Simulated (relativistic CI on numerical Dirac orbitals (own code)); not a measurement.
# Slater and spin-orbit integrals, Eu45+

Method of calculation: Dirac-Coulomb-Breit CI, separate exchange-only KLI orbitals for each configuration, model QED (radiative potential, 1s self-energy scaled to tabulated hydrogen-like ionisation energies), unscaled Slater integrals (own radial code, finite nucleus).

Slater integrals F^k, G^k are unscaled and averaged over j, outside the closed core [Ne]; ζ comes from projecting the Hamiltonian with its Breit term on Σ l·s of the shell.

- 3s2 3p5 3d: ζ(3p) = 857910, F^2(3p,3d) = 439870, G^1(3p,3d) = 460790, G^3(3p,3d) = 310250, ζ(3d) = 117170 cm⁻¹; <r>(3p) = 0.2253, <r^2>(3p) = 0.05867, <r>(3d) = 0.1996, <r^2>(3d) = 0.04602 (bohr units).
- 3s 3p6 3d: G^2(3s,3d) = 348420, ζ(3d) = 117730 cm⁻¹; <r>(3s) = 0.2309, <r^2>(3s) = 0.06083, <r>(3d) = 0.1997, <r^2>(3d) = 0.04609 (bohr units).
- 3s2 3p5 4s: ζ(3p) = 867540, G^1(3p,4s) = 58102 cm⁻¹; <r>(3p) = 0.2241, <r^2>(3p) = 0.05808, <r>(4s) = 0.4361, <r^2>(4s) = 0.2141 (bohr units).

Averages of the first 10 configurations, taken without configuration mixing, which lowers the lowest level and can move excited configurations by several eV; other configurations of the list can lie among them:

| Configuration | Parity | States | Average energy above the lowest level (eV) |
| --- | --- | --- | --- |
| 3s2 3p6 | even | 1 | 0.4 |
| 3s2 3p5 3d | odd | 60 | 283.1 |
| 3s 3p6 3d | even | 20 | 560.2 |
| 3s2 3p5 4s | odd | 12 | 1720.8 |
| 3s2 3p5 4p | even | 36 | 1825.3 |
| 3s2 3p5 4d | odd | 60 | 1942.4 |
| 3p6 3d 4p | odd | 60 | 2662.4 |
| 3s 3p6 4s | even | 4 | 1999.5 |
| 3p6 3d2 | even | 45 | 1130.0 |
| 3p5 3d3 | odd | 720 | 1410.9 |
